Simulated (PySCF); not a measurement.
**A search over the determinants of KCl**

Unrestricted PBE0; K def2-TZVPP, Cl def2-TZVPP; no relativity (PySCF 2.14). Outer shells of the fragments: K 4s1; Cl 3s2 3p5.

Followed along the bond (rough minima from three points):

```csv
2Ms+1,unpaired,⟨S²⟩ at the start,R at minimum (Å),Te (eV)
1,none,0.00,2.69,0.00
3,"σ ↑, π ↑",2.00,none in the scan,≤ 4.29
```

Solutions found at the starting distance of 2.915 Å, counted from the lowest of them; the search is not exhaustive and high or unbound solutions are not listed, so other states can lie among these:

```
2Ms+1  unpaired   term  E (eV)  ⟨S²⟩  ⟨Lz²⟩   μ (D)
    1      none    ¹Σ⁺    0.00  0.00   0.00  -11.28
    3  σ ↑, π ↑     ³Π    4.29  2.00   1.01    2.28
    1  σ ↑, π ↓  mixed    4.31  1.00   1.01    2.45
    3      σ ↑↑    ³Σ⁺    4.47  2.00   0.00    2.36
    3      π ↑↑  mixed    5.70  2.00   2.01    0.58
    3      π ↑↑  mixed    5.77  2.00   2.01    1.12
    3  σ ↑, π ↑     ³Π    5.95  2.00   1.00    1.01
```

A term symbol is given only where ⟨S²⟩ and ⟨Lz²⟩ are close to those of a pure state; real π, δ and φ orbitals otherwise mix terms. A positive dipole means K(−)Cl(+).

Counting both spins, an empty level lies below a filled one in some of these solutions, because spin and occupation are held.
